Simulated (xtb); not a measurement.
H$_{2}$O$_{4}$P (SMILES [O]P(=O)(O)O), doublet, geometry from GFN2-xTB, atoms displaced at random by about 0.1 Å a coordinate; GFN2-xTB (xtb).

The xtb input:
```
$ xtb mol.xyz --gfn 2 --uhf 1 --opt vtight --json

# file mol.xyz
7

O     -0.91062362    -0.47326891    -1.24438913
P      0.14780218    -0.03668074     0.14754472
O     -1.15552048     0.29963893     1.01317351
O      0.76945384     1.17234971    -0.57727108
O      1.18685951    -1.19379241     0.34230240
H      0.35448579     1.82868357    -0.69377584
H      1.80868922    -1.35210612    -0.22632785
```

What the program printed (banner, timings and long lists left out):

```
   ID    Z sym.   atoms
    1    8 O      1, 3-5
    2   15 P      2
    3    1 H      6, 7

           -------------------------------------------------
          |                Calculation Setup                |
           -------------------------------------------------

           -------------------------------------------------
          |                 G F N 2 - x T B                 |
           -------------------------------------------------

          ...................................................
          :                      SETUP                      :
          :.................................................:
          :  # basis functions                  28          :
          :  # atomic orbitals                  27          :
          :  # shells                           13          :
          :  # electrons                        31          :
          :  max. iterations                   250          :
          :  Hamiltonian                  GFN2-xTB          :
          :  restarted?                      false          :
          :  GBSA solvation                  false          :
          :  PC potential                    false          :
          :  electronic temp.          300.0000000     K    :
          :  accuracy                    1.0000000          :
          :  -> integral cutoff          0.2500000E+02      :
          :  -> integral neglect         0.1000000E-07      :
          :  -> SCF convergence          0.1000000E-05 Eh   :
          :  -> wf. convergence          0.1000000E-03 e    :
          :  Broyden damping             0.4000000          :
          :  net charge                          0          :
          :  unpaired electrons                  1          :
          ...................................................

 iter      E             dE          RMSdq      gap      omega  full diag
   1    -19.7693202 -0.197693E+02  0.972E+00    8.22       0.0  T
   2    -19.8588411 -0.895208E-01  0.596E+00    5.73       1.0  T
   3    -19.8390351  0.198059E-01  0.350E+00    5.51       1.0  T
   4    -19.8555797 -0.165446E-01  0.244E+00    4.65       1.0  T
   5    -19.8828670 -0.272873E-01  0.906E-01    5.05       1.0  T
   6    -19.8837111 -0.844023E-03  0.481E-01    5.20       1.0  T
   7    -19.8843298 -0.618726E-03  0.166E-01    5.14       1.0  T
   8    -19.8844380 -0.108272E-03  0.357E-02    5.17       1.1  T
   9    -19.8844380  0.721357E-07  0.129E-02    5.17       2.9  T
  10    -19.8844386 -0.665684E-06  0.224E-03    5.16      16.9  T
  11    -19.8844386 -0.966867E-09  0.103E-03    5.16      36.8  T
  12    -19.8844386 -0.366613E-08  0.264E-04    5.16     142.9  T
  13    -19.8844386 -0.295653E-09  0.562E-05    5.16     672.7  T

   *** convergence criteria satisfied after 13 iterations ***

         :::::::::::::::::::::::::::::::::::::::::::::::::::::
         ::                     SUMMARY                     ::
         :::::::::::::::::::::::::::::::::::::::::::::::::::::
         :: total energy             -19.719226471112 Eh    ::
         :: gradient norm              0.547829913758 Eh/a0 ::
         :: HOMO-LUMO gap              5.163424931202 eV    ::
         ::.................................................::
         :: SCC energy               -19.884437668249 Eh    ::
         :: -> isotropic ES            0.102837343775 Eh    ::
         :: -> anisotropic ES         -0.000936865294 Eh    ::
         :: -> anisotropic XC          0.000723361937 Eh    ::
         :: -> dispersion             -0.003830139887 Eh    ::
         :: repulsion energy           0.165211197137 Eh    ::
         :: add. restraining           0.000000000000 Eh    ::
         :: total charge               0.000000000000 e     ::
         :::::::::::::::::::::::::::::::::::::::::::::::::::::

      -----------------------------------------------------------
     |                   =====================                   |
[...]
 * total energy  :   -19.8451457 Eh     change       -0.5934140E-05 Eh
 * total energy  :   -19.8451496 Eh     change       -0.3868946E-05 Eh
 * total energy  :   -19.8451607 Eh     change       -0.1109985E-04 Eh
 * total energy  :   -19.8451637 Eh     change       -0.2986019E-05 Eh
 * total energy  :   -19.8451672 Eh     change       -0.3577218E-05 Eh
 * total energy  :   -19.8451696 Eh     change       -0.2359689E-05 Eh
 * total energy  :   -19.8451728 Eh     change       -0.3259321E-05 Eh
 * total energy  :   -19.8451753 Eh     change       -0.2492373E-05 Eh
 * total energy  :   -19.8451766 Eh     change       -0.1246385E-05 Eh
 * total energy  :   -19.8451769 Eh     change       -0.3008873E-06 Eh
 * total energy  :   -19.8451770 Eh     change       -0.1065995E-06 Eh
 * total energy  :   -19.8451770 Eh     change       -0.1070728E-07 Eh
   *** GEOMETRY OPTIMIZATION CONVERGED AFTER 24 ITERATIONS ***
         :: total energy             -19.845177010486 Eh    ::
[...]
         8        2.0000           -0.5988855             -16.2965
         9        2.0000           -0.5732852             -15.5999
        10        2.0000           -0.5665637             -15.4170
        11        2.0000           -0.5359979             -14.5852
        12        2.0000           -0.5193119             -14.1312
        13        2.0000           -0.5078077             -13.8181
        14        2.0000           -0.5029757             -13.6867
        15        2.0000           -0.4958029             -13.4915
        16        1.0000           -0.4694664             -12.7748 (HOMO)
        17                         -0.0592950              -1.6135 (LUMO)
        18                         -0.0281585              -0.7662
        19                         -0.0038899              -0.1058
        20                          0.0638868               1.7384
        21                          0.1363711               3.7108
        22                          0.1482158               4.0332
        23                          0.3003780               8.1737
        24                          0.4264582              11.6045
        25                          0.9529028              25.9298
        26                          0.9761763              26.5631
        27                          1.1280777              30.6966
      -------------------------------------------------------------
                  HL-Gap            0.4101715 Eh           11.1613 eV
             Fermi-level           -0.3735076 Eh          -10.1637 eV

     #   Z          covCN         q      C6AA      α(0)
     1   8 O        0.808    -0.329    20.325     6.043
     2  15 P        3.447     0.690   133.051    20.720
     3   8 O        0.808    -0.302    19.844     5.971
     4   8 O        1.614    -0.408    21.033     6.190
     5   8 O        1.614    -0.372    20.330     6.086
     6   1 H        0.912     0.356     0.564     1.175
     7   1 H        0.914     0.364     0.547     1.157

 Mol. C6AA /au·bohr⁶  :        946.556321
 Mol. C8AA /au·bohr⁸  :      29001.992649
 Mol. α(0) /au        :         47.342466

Wiberg/Mayer (AO) data.
largest (>0.10) Wiberg bond orders for each atom

 ---------------------------------------------------------------------------
     #   Z sym  total        # sym  WBO       # sym  WBO       # sym  WBO
 ---------------------------------------------------------------------------
     1   8 O    2.000 --     2 P    1.497     3 O    0.370
     2  15 P    5.556 --     3 O    1.559     1 O    1.497     5 O    1.266
                             4 O    1.200
     3   8 O    2.046 --     2 P    1.559     1 O    0.370
     4   8 O    2.216 --     2 P    1.200     6 H    0.844
     5   8 O    2.259 --     2 P    1.266     7 H    0.836
     6   1 H    0.873 --     4 O    0.844
     7   1 H    0.867 --     5 O    0.836
 ---------------------------------------------------------------------------

Topologies differ in total number of bonds
Writing topology from bond orders to xtbtopo.mol

molecular dipole:
                 x           y           z       tot (Debye)
 q only:        1.113       0.415      -0.499
   full:        1.291       0.531      -0.631       3.893
molecular quadrupole (traceless):
                xx          xy          yy          xz          yz          zz
 q only:       -0.533      -3.402       4.052      -1.447      -1.369      -3.519
  q+dip:       -0.993      -4.043       4.542      -1.810      -1.188      -3.548
   full:       -1.256      -4.270       4.955      -1.946      -1.361      -3.698

optimized geometry written to: xtbopt.xyz

           -------------------------------------------------
          | TOTAL ENERGY              -19.845177010486 Eh   |
          | GRADIENT NORM               0.000043298538 Eh/α |
          | HOMO-LUMO GAP              11.161333857447 eV   |
           -------------------------------------------------

normal termination of xtb
```
